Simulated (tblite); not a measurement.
Species: C7H12B2O.
Atom-mapped SMILES: `[BH2:1][CH2:2][O:3]/[C:4]([C:5]#[CH:6])=[CH:7]\[B:8]([CH3:9])[CH3:10]` (hydrogens: H11, H12 on B1; H13, H14 on C2; H15 on C6; H16 on C7; H17, H18, H19 on C9; H20, H21, H22 on C10)

Computed with GFN2-xTB (tblite), gas phase: L-BFGS steps from a force-field or distance-geometry start until the largest atomic force falls under 0.01 eV/Å.

Step 2: E = -748.4347 eV
```
atom  x, y, z in Å  |  force x, y, z in eV/Å
B1      2.7086   -2.1275   -0.2211   -0.155   0.154  -0.129
C2      2.4459   -0.5737   -0.5250   -0.408  -0.044  -0.029
O3      1.0453   -0.2691   -0.3347    0.332  -0.247   0.002
C4      0.5143    0.9608   -0.5118   -0.332   0.385   0.046
C5      1.3232    2.0809   -0.8922    0.032  -0.289   0.021
C6      1.9992    3.0214   -1.2239   -0.080  -0.255   0.090
C7     -0.8309    1.1401   -0.3094    0.213   0.120  -0.025
B8     -1.8518    0.0613    0.1128   -0.042  -0.070  -0.016
C9     -1.4563   -1.4548    0.3749   -0.078   0.236  -0.047
C10    -3.3753    0.4961    0.2897    0.276  -0.136  -0.021
H11     3.1428   -2.8089   -1.0695    0.057   0.091   0.142
H12     2.4471   -2.5685    0.8222   -0.070   0.002   0.053
H13     3.0413    0.0267    0.1827    0.005   0.077  -0.217
H14     2.7453   -0.3333   -1.5530   -0.075   0.336   0.114
H15     2.5924    3.8442   -1.5024   -0.090  -0.047   0.021
H16    -1.2139    2.1621   -0.4515    0.415  -0.430  -0.017
H17    -2.3185   -2.0552    0.6633    0.095  -0.050  -0.005
H18    -1.0227   -1.9001   -0.5256    0.069   0.039   0.282
H19    -0.7178   -1.5185    1.1784   -0.017  -0.102  -0.260
H20    -3.4543    1.2731    1.0530   -0.117  -0.022  -0.168
H21    -4.0126   -0.3389    0.5873    0.004   0.204  -0.046
H22    -3.7617    0.9012   -0.6486   -0.035   0.047   0.205
```

Step 3: E = -748.4669 eV
```
atom  x, y, z in Å  |  force x, y, z in eV/Å
B1      2.7035   -2.1264   -0.2217   -0.140   0.206  -0.124
C2      2.4385   -0.5744   -0.5254   -0.278   0.027  -0.075
O3      1.0459   -0.2648   -0.3359    0.174  -0.343   0.070
C4      0.5114    0.9652   -0.5095   -0.084   0.081   0.033
C5      1.3261    2.0726   -0.8923   -0.030  -0.201   0.035
C6      1.9978    3.0149   -1.2216    0.025  -0.095   0.034
C7     -0.8285    1.1346   -0.3073    0.072   0.163  -0.019
B8     -1.8519    0.0593    0.1116    0.024   0.022  -0.018
C9     -1.4605   -1.4465    0.3739   -0.027   0.058  -0.014
C10    -3.3661    0.4931    0.2889    0.112  -0.061  -0.008
H11     3.1443   -2.8053   -1.0643    0.081   0.051   0.078
H12     2.4460   -2.5669    0.8204   -0.096  -0.015   0.105
H13     3.0403    0.0278    0.1733    0.027   0.078  -0.111
H14     2.7429   -0.3220   -1.5480   -0.079   0.271   0.024
H15     2.5875    3.8400   -1.5008   -0.075  -0.058   0.019
H16    -1.2017    2.1530   -0.4528    0.277  -0.255  -0.022
H17    -2.3114   -2.0551    0.6620   -0.076  -0.092   0.035
H18    -1.0216   -1.8979   -0.5128    0.124  -0.011   0.024
H19    -0.7207   -1.5225    1.1666    0.112  -0.036  -0.051
H20    -3.4587    1.2691    1.0442   -0.047   0.106  -0.004
H21    -4.0114   -0.3294    0.5850   -0.049   0.003   0.009
H22    -3.7620    0.9012   -0.6376   -0.045   0.101  -0.021
```

Step 4: E = -748.4801 eV
```
atom  x, y, z in Å  |  force x, y, z in eV/Å
B1      2.6983   -2.1225   -0.2238   -0.111   0.128  -0.039
C2      2.4310   -0.5739   -0.5271   -0.069   0.084  -0.073
O3      1.0474   -0.2672   -0.3353   -0.068  -0.229   0.098
C4      0.5097    0.9666   -0.5075    0.089  -0.203   0.041
C5      1.3272    2.0650   -0.8918    0.136   0.105  -0.048
C6      1.9981    3.0107   -1.2200   -0.127  -0.297   0.102
C7     -0.8264    1.1334   -0.3063    0.025   0.011   0.013
B8     -1.8511    0.0591    0.1106    0.054   0.054  -0.011
C9     -1.4633   -1.4417    0.3733    0.022  -0.089   0.015
C10    -3.3599    0.4908    0.2884   -0.055   0.044  -0.001
H11     3.1466   -2.8026   -1.0604    0.083   0.047   0.051
H12     2.4437   -2.5662    0.8210   -0.096   0.023   0.043
H13     3.0401    0.0295    0.1664    0.007   0.052  -0.068
H14     2.7401   -0.3114   -1.5452   -0.092   0.225  -0.043
H15     2.5833    3.8363   -1.4995   -0.023  -0.007  -0.001
H16    -1.1911    2.1451   -0.4541    0.140  -0.005  -0.044
H17    -2.3090   -2.0566    0.6619   -0.109  -0.071   0.036
H18    -1.0187   -1.8970   -0.5060    0.122  -0.021  -0.084
H19    -0.7201   -1.5251    1.1599    0.139   0.004   0.036
H20    -3.4617    1.2690    1.0396    0.003   0.122   0.043
H21    -4.0117   -0.3247    0.5840   -0.046  -0.074   0.026
H22    -3.7629    0.9029   -0.6324   -0.022   0.097  -0.091
```

Step 5: E = -748.4858 eV
```
atom  x, y, z in Å  |  force x, y, z in eV/Å
B1      2.6925   -2.1176   -0.2258   -0.059   0.028   0.029
C2      2.4244   -0.5721   -0.5295    0.101   0.095  -0.055
O3      1.0469   -0.2726   -0.3331   -0.206  -0.094   0.100
C4      0.5096    0.9637   -0.5051    0.218  -0.251   0.013
C5      1.3310    2.0618   -0.8925   -0.463  -0.727   0.251
C6      1.9956    3.0015   -1.2168    0.528   0.641  -0.223
C7     -0.8238    1.1320   -0.3052    0.036  -0.097   0.026
B8     -1.8497    0.0598    0.1096    0.031   0.027   0.012
C9     -1.4649   -1.4397    0.3732    0.063  -0.176   0.029
C10    -3.3564    0.4900    0.2880   -0.169   0.117   0.003
H11     3.1497   -2.7996   -1.0565    0.072   0.057   0.044
H12     2.4403   -2.5651    0.8219   -0.096   0.071  -0.033
H13     3.0401    0.0317    0.1599   -0.020   0.037  -0.032
H14     2.7364   -0.2995   -1.5438   -0.111   0.180  -0.092
H15     2.5798    3.8335   -1.4985   -0.117  -0.153   0.046
H16    -1.1807    2.1395   -0.4559    0.042   0.177  -0.059
H17    -2.3090   -2.0588    0.6624   -0.081  -0.033   0.021
H18    -1.0144   -1.8967   -0.5022    0.091  -0.019  -0.124
H19    -0.7173   -1.5270    1.1553    0.118   0.028   0.074
H20    -3.4639    1.2709    1.0367    0.036   0.103   0.054
H21    -4.0127   -0.3223    0.5837   -0.019  -0.085   0.023
H22    -3.7639    0.9059   -0.6299    0.002   0.075  -0.107
```

Task: Estimate the geometry and energy of step 6. (The exact step hangs on the optimiser's Hessian estimate; all steps are aligned on step 5, rigid shifts and turns removed.)

Result: E = -748.4982 eV, largest force 0.398 eV/Å
```
atom  x, y, z in Å  |  force x, y, z in eV/Å
B1      2.6853   -2.1115   -0.2278    0.022  -0.079   0.074
C2      2.4182   -0.5687   -0.5330    0.229   0.063  -0.026
O3      1.0443   -0.2808   -0.3292   -0.239   0.007   0.091
C4      0.5116    0.9574   -0.5023    0.170  -0.358   0.032
C5      1.3302    2.0507   -0.8906    0.103   0.038  -0.008
C6      1.9983    2.9977   -1.2155   -0.037  -0.145   0.045
C7     -0.8200    1.1298   -0.3039   -0.005  -0.152   0.036
B8     -1.8477    0.0610    0.1088   -0.030  -0.039   0.049
C9     -1.4655   -1.4402    0.3734    0.097  -0.205   0.030
C10    -3.3551    0.4908    0.2876   -0.224   0.157   0.003
H11     3.1542   -2.7957   -1.0517    0.051   0.072   0.046
H12     2.4352   -2.5631    0.8228   -0.099   0.124  -0.112
H13     3.0398    0.0347    0.1526   -0.050   0.034   0.007
H14     2.7308   -0.2840   -1.5437   -0.139   0.127  -0.127
H15     2.5749    3.8291   -1.4971   -0.021  -0.026   0.003
H16    -1.1689    2.1356   -0.4586   -0.025   0.287  -0.065
H17    -2.3106   -2.0619    0.6633   -0.008   0.017  -0.004
H18    -1.0084   -1.8966   -0.5003    0.035  -0.011  -0.119
H19    -0.7124   -1.5285    1.1517    0.063   0.040   0.084
H20    -3.4657    1.2747    1.0348    0.058   0.061   0.045
H21    -4.0141   -0.3213    0.5837    0.023  -0.049   0.007
H22    -3.7650    0.9103   -0.6292    0.026   0.039  -0.091
```

The energy changes by -0.0123 eV. The first-order estimate −F·Δx gives -0.0198 eV and the mean of the old and new forces, exact on a quadratic surface, -0.0124 eV. The step makes an angle of 67° with the force vector and moves no atom by more than 0.016 Å.

What follows is the cost of the whole relaxation. Time: 1.8 s. Hardware: one thread of an Intel Xeon Platinum 8259CL at 2.50 GHz, on a shared host.
